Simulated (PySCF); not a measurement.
`B[C@@H](C)CCOBF`, C₄H₁₁B₂FO

Molfile (atoms numbered from 1):
```
C4H11B2FO
     RDKit          3D

 19 18  0  0  0  0  0  0  0  0999 V2000
   -0.6904    1.6747    0.0181 B   0  0  0  0  0  0  0  0  0  0  0  0
   -0.8045    0.1152    0.2473 C   0  0  1  0  0  0  0  0  0  0  0  0
   -2.2918   -0.2811    0.3170 C   0  0  0  0  0  0  0  0  0  0  0  0
   -0.0904   -0.7573   -0.7949 C   0  0  0  0  0  0  0  0  0  0  0  0
    1.4209   -0.5283   -0.7992 C   0  0  0  0  0  0  0  0  0  0  0  0
    1.9974   -0.9539    0.4281 O   0  0  0  0  0  0  0  0  0  0  0  0
    2.3534   -0.1503    1.4074 B   0  0  0  0  0  0  0  0  0  0  0  0
    2.2492    1.1804    1.2957 F   0  0  0  0  0  0  0  0  0  0  0  0
   -1.0556    2.3945    0.8623 H   0  0  0  0  0  0  0  0  0  0  0  0
   -0.3198    2.1186   -0.9975 H   0  0  0  0  0  0  0  0  0  0  0  0
   -0.3765   -0.1323    1.2275 H   0  0  0  0  0  0  0  0  0  0  0  0
   -2.7824   -0.0811   -0.6332 H   0  0  0  0  0  0  0  0  0  0  0  0
   -2.8031    0.2848    1.0909 H   0  0  0  0  0  0  0  0  0  0  0  0
   -2.3937   -1.3419    0.5385 H   0  0  0  0  0  0  0  0  0  0  0  0
   -0.4698   -0.5316   -1.7930 H   0  0  0  0  0  0  0  0  0  0  0  0
   -0.2788   -1.8141   -0.5879 H   0  0  0  0  0  0  0  0  0  0  0  0
    1.6385    0.5307   -0.9673 H   0  0  0  0  0  0  0  0  0  0  0  0
    1.8937   -1.1269   -1.5848 H   0  0  0  0  0  0  0  0  0  0  0  0
    2.7938   -0.5908    2.3972 H   0  0  0  0  0  0  0  0  0  0  0  0
  1  2  1  0
  2  3  1  0
  2  4  1  0
  4  5  1  0
  5  6  1  0
  6  7  1  0
  7  8  1  0
  1  9  1  0
  1 10  1  0
  2 11  1  1
  3 12  1  0
  3 13  1  0
  3 14  1  0
  4 15  1  0
  4 16  1  0
  5 17  1  0
  5 18  1  0
  7 19  1  0
M  END
```

Method used: PySCF 2.14.0, GIAO HF/pcSseg-1 magnetisability, rotational g tensor and spin-rotation constants, non-relativistic, gas phase. Geometry: GFN2-xTB.

Task: What are the magnetisability and the molar susceptibility?

Result: Isotropic -1217 × 10⁻³⁰ J/T², or -73.3 × 10⁻⁶ cm³/mol; principal values -1423, -1146, -1082 × 10⁻³⁰ J/T², anisotropy 314 × 10⁻³⁰ J/T² (root of half the summed squared differences of the principal values). The susceptibility is in cgs units.

Task: Split it along the inertial axes a, b, c into diamagnetic and paramagnetic parts about the centre of mass, with the quadrupole moment.

Result: 
```
axis  χ (10⁻⁶ cm³/mol)  diamagnetic (10⁻⁶ cm³/mol)  paramagnetic (10⁻⁶ cm³/mol)  summed x² of all electrons (Å²)  quadrupole Θ (D Å)
   a             -85.5                      -516.5                        431.0                            195.5               +1.88
   b             -65.7                     -1009.4                        943.6                             79.4               -3.76
   c             -68.7                     -1166.3                       1097.6                             42.4               +1.88
```
Anisotropies 2χaa − χbb − χcc = -36.6 and 2χbb − χaa − χcc = +22.7 × 10⁻⁶ cm³/mol. Θ is traceless in Buckingham's convention.

Task: And the rotational g tensor?

Result: 
| axis | rotational constant (GHz) | g | nuclear part | electronic part |
| --- | --- | --- | --- | --- |
| a | 3.0116 | -0.0103 | 0.5995 | -0.6098 |
| b | 1.3232 | -0.0147 | 0.5719 | -0.5866 |
| c | 1.1134 | -0.0126 | 0.5615 | -0.5741 |

Asymmetric top; isotopes 11B, 12C, 19F, 1H, 16O; no vibrational averaging.
